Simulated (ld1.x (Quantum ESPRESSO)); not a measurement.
## Reading a pseudo-wave (phosphorus)

Columns: radius, all-electron u(r) and pseudo u(r) of the 3p shell (level -14.28 eV) of phosphorus in the configuration [Ne] 3s2 3p2; PW91, non-relativistic, TM scheme, ld1.x (Quantum ESPRESSO) 7.5.

```tsv
r (bohr)	all-electron	pseudo
0.085	0.1163	-0.0048
0.170	0.2582	-0.0190
0.255	0.3249	-0.0420
0.340	0.3170	-0.0731
0.425	0.2563	-0.1113
0.510	0.1641	-0.1552
0.595	0.0565	-0.2035
0.680	-0.0554	-0.2551
0.765	-0.1644	-0.3088
0.850	-0.2661	-0.3636
0.935	-0.3581	-0.4187
1.020	-0.4393	-0.4732
1.105	-0.5094	-0.5258
1.190	-0.5688	-0.5752
1.275	-0.6177	-0.6195
1.360	-0.6566	-0.6569
1.445	-0.6863	-0.6863
1.530	-0.7073	-0.7073
1.615	-0.7208	-0.7208
1.700	-0.7274	-0.7274
1.785	-0.7280	-0.7280
1.870	-0.7235	-0.7235
1.955	-0.7147	-0.7147
2.040	-0.7022	-0.7022
2.125	-0.6867	-0.6867
2.210	-0.6687	-0.6687
```

Q: How many radial nodes do the two functions have?

A: The all-electron 3p function has n − l − 1 = 1; the pseudo-wave has 0, since the states of the same l below it are removed with the core.

Q: At about which radius was the pseudo-wave matched?

A: 1.50 bohr. The columns agree to 0.0005 from 1.36 bohr on; several derivatives are matched, so the curves merge somewhat inside the radius.

Q: Is the pseudo-wave norm-conserving?

A: Yes: the TM scheme keeps the norm inside the radius equal to the all-electron one, which fixes the energy derivative of the logarithmic derivative at the level.
